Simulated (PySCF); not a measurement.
A structure optimised at r2SCAN-D4/def2-SVP, used in a PySCF frequency run:

```xyz
4

In     0.0000     0.0000    -1.0017
F      0.0000     1.6314    -2.0630
F      0.0000    -1.6314    -2.0630
I      0.0000     0.0000     1.6267
```

Problem. Write its SMILES, formula and point group.

Solution. [F][In]([F])[I], F₂IIn, C2v

Problem. What are its rotational constants (standard atomic weights)?

Solution. 4.9976, 0.82563, 0.70857 GHz
